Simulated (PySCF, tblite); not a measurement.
Isomers of C7H7OP, one GFN2-xTB conformer each. Single-point energies are computed at PBE0/pcSseg-1 (PySCF, gas phase, no added dispersion term), electronic only.

Question: Rank them by PBE0/pcSseg-1 energy, lowest first (kcal/mol).
A. `[CH3:1][c:2]1[cH:3][c:4]([CH:5]=[O:6])[cH:7][cH:8][p:9]1` with C3–C4–C5–O6 0°
B. `[CH3:1][c:2]1[cH:3][cH:4][cH:5][p:6][c:7]1[CH:8]=[O:9]` with P6–C7–C8–O9 180°

Answer: A (0.0), B (1.7).

Neighbours under 2.5 kcal/mol apart (Cc1cc(C=O)ccp1 and Cc1cccpc1C=O) can change places with a better method, another conformer or zero-point energy. GFN2-xTB itself gives, in the same order: 0.7, 0.0. GFN2-xTB puts Cc1cccpc1C=O lowest instead.

Which frontier levels, dipoles and rotational constants go with these structures?

```tsv
SMILES	HOMO (eV, PBE0/pcSseg-1)	LUMO (eV)	dipole (D)	A, B, C (MHz)
Cc1cc(C=O)ccp1	-7.45	-2.56	1.89	2422, 1068, 744.3
Cc1cccpc1C=O	-7.38	-2.39	3.47	2280, 1318, 839.4
```

What happens when harmonic zero-point energies from GFN2-xTB frequencies are added?

```tsv
SMILES	ZPE (kcal/mol)	electronic (kcal/mol)	with ZPE (kcal/mol)
Cc1cc(C=O)ccp1	73.6	0.0	0.0
Cc1cccpc1C=O	73.9	1.7	2.0
```

The zero-point energies span 0.3 kcal/mol. The order is unchanged.
